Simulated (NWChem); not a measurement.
Molecule: CH5BO2; SMILES COBO

```xyz
9

B     -0.6464     0.7110    -0.0002
H     -1.7209     1.2705    -0.0001
O      0.5292     1.3974    -0.0001
H      0.3963     2.3485     0.0001
O     -0.6536    -0.6376    -0.0005
C      0.5211    -1.4106    -0.0005
H      0.5316    -2.0570     0.8913
H      0.5303    -2.0586    -0.8911
H      1.4289    -0.7886    -0.0017
```
Atoms are numbered in this order, from 1.

The geometry was optimised at PBE0/def2-SVP.

**Question.** Give the principal values of the shielding tensors (ppm) of B1, O3, O5, C6 from Hartree-Fock/6-31G* (spherical d), GIAO (NWChem), with their diamagnetic and paramagnetic parts as GIAO splits them.

**Answer.** 
| atom | σ11 | σ22 | σ33 | isotropic | diamagnetic | paramagnetic |
|---|---|---|---|---|---|---|
| B1 | 89.2 | 98.2 | 112.7 | 100.0 | 196.2 | -96.2 |
| O3 | 134.1 | 275.7 | 311.6 | 240.5 | 392.9 | -152.4 |
| O5 | 158.3 | 301.2 | 374.9 | 278.1 | 392.4 | -114.3 |
| C6 | 130.6 | 141.1 | 194.0 | 155.3 | 245.9 | -90.7 |
